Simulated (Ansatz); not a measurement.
Molecule: sum formula AlN2H4F, charge 0, multiplicity 1. 
Structure (B3LYP-D3(BJ)/def2-TZVP (Ansatz, an electronic-structure program) minimum search):
```xyz
8

N     -1.4664    -0.8877     0.3481
Al     0.0003     0.0264     0.0062
N      1.4466    -0.6761    -0.7139
F      0.0207     1.6396     0.3835
H     -1.6014    -1.8685     0.1655
H     -2.2946    -0.4889     0.7597
H      1.5571    -1.6390    -0.9860
H      2.2865    -0.1562    -0.9106
```
Charge 0, spin multiplicity 1.

Dipole moments at this geometry, in debye (magnitudes).

```
level                    program  dipole (D)
-----------------------  -------  ----------
PBE/def2-TZVPD            Ansatz        2.33
revPBE/def2-TZVPD         Ansatz        2.31
B97M-V/def2-TZVPD         Ansatz        2.30
r2SCANh/def2-TZVPD        Ansatz           …
r2SCAN0/def2-TZVPD        Ansatz        2.37
HSE06/def2-TZVPD          Ansatz        2.37
wB97M-V/def2-TZVPD        Ansatz        2.34
wB97X-V/def2-TZVPD        Ansatz        2.34
CCSD(T)/aug-cc-pV(D+d)Z   Ansatz           …
```

### Question
What belongs in the gaps?

### Answer

- r2SCANh/def2-TZVPD, dipole (D): 2.35
- CCSD(T)/aug-cc-pV(D+d)Z, dipole (D): 2.34
